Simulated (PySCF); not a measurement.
B(Cl)(vinyl)(OH) (C₂H₄BClO), SMILES C=CB(O)Cl.

Geometry: ωB97X-D3(BJ)/def2-SVP. One conformer was computed; it need not be the lowest.

Two levels are set side by side: PBE/def2-TZVP (PySCF) and ωB97X/def2-TZVP (PySCF). Same geometry, gas phase. Differences are taken from unrounded values.

| quantity | ωB97X | PBE | PBE minus ωB97X |
|---|---|---|---|
| orbital gap (eV) | 11.35 | 4.70 | -6.65 |
| highest occupied level (eV) | -10.53 | -7.03 | 3.50 |
| lowest empty level (eV) | 0.82 | -2.33 | -3.15 |
| dipole moment (D) | 0.89 | 0.85 | -0.04 |
| mean polarisability (bohr³) | 53.1 | 55.7 | 2.6 |

PBE's occupied levels lie high since its potential decays too fast outside the molecule; exact exchange lowers them and widens the gap. Loosely held outer electrons make PBE densities more polarisable. Differences between two approximate levels are no errors against the true value.

Rough cost on one machine, each run with all the roots and properties that it gave: ωB97X against PBE within a factor of 2.
